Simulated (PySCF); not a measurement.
Compound: C₅H₅N₂S (doublet state).
SMILES with atom numbers: `[CH3:1][NH:2][C:3](=[S:4])/[CH:5]=[C:6]\[C:7]#[N:8]` (hydrogens: H9, H10, H11 on C1; H12 on N2; H13 on C5)

Structure used (GFN2-xTB), in Å, numbered top down from 1:
```
atom  x, y, z in Å
C1    -2.2228    0.6933   -0.6874
N2    -0.9778    0.7657    0.0310
C3    -0.0052   -0.1423   -0.1244
S4    -0.1825   -1.4211   -1.1459
C5     1.2026    0.1065    0.6847
C6     2.2748   -0.6286    0.7662
C7     3.1810   -1.5785    0.6192
N8     4.0361   -2.3723    0.5514
H9    -2.8941    1.4682   -0.3283
H10   -2.6786   -0.2880   -0.5388
H11   -2.0532    0.8215   -1.7596
H12   -0.8293    1.5521    0.6462
H13    1.1447    1.0239    1.2680
```

The hyperfine couplings belong to this conformer and change with its torsions.

The calculation used UKS B3LYP, pcH-1 on C H N S, non-relativistic, mean-field spin-orbit, GIAO in PySCF 2.14.0. Isolated species at its GFN2-xTB geometry (one conformer only). Couplings are sensitive to structure, and on GFN2-xTB geometries they can be far from those on DFT ones. The SCF solution wasn't tested for stability. ⟨S²⟩ is 0.778 where a pure state has 0.75.

Problem. Match the computed a_iso(13C) values +120.7, +74.2, -55.9, -38.3, +1.5 MHz with the sites C1; C3; C5; C6; C7.

Solution. 
```
site  a_iso (MHz)  ρ(0) (bohr⁻³)                 position  distance from C6 (Å)  spin population  largest |T| (MHz)
  C1         +1.5        +0.0013          4 bonds from C6                  4.91             0.00                0.6
  C3        +74.2        +0.0660          2 bonds from C6                  2.50            +0.06                8.8
  C5        -38.3        -0.0341           1 bond from C6                  1.30            -0.16               17.7
  C6       +120.7        +0.1075  largest spin population                  0.00            +0.85              123.9
  C7        -55.9        -0.0497           1 bond from C6                  1.32            -0.24               26.6
```

Problem. The isotropic 14N couplings are +11.1, -0.7 MHz. Assign them to N2; N8.

Solution. 
```tsv
site	a_iso (MHz)	ρ(0) (bohr⁻³)	position	distance from C6 (Å)	spin population	largest |T| (MHz)
N2	-0.7	-0.0021	3 bonds from C6	3.61	0.00	0.7
N8	+11.1	+0.0344	2 bonds from C6	2.49	+0.47	35.9
```

ρ(0) is the spin density at the nucleus and T the dipolar tensor; a_iso includes a spin–orbit part; entries for several nuclei are means. The largest Mulliken spin populations are on C6 (+0.85), N8 (+0.47), C7 (-0.24) and C5 (-0.16). The positive populations add up to 1.43 and the negative ones to -0.43, together 2S = 1.

Means are taken over nuclei equivalent by connectivity, which assumes that they swap fast.
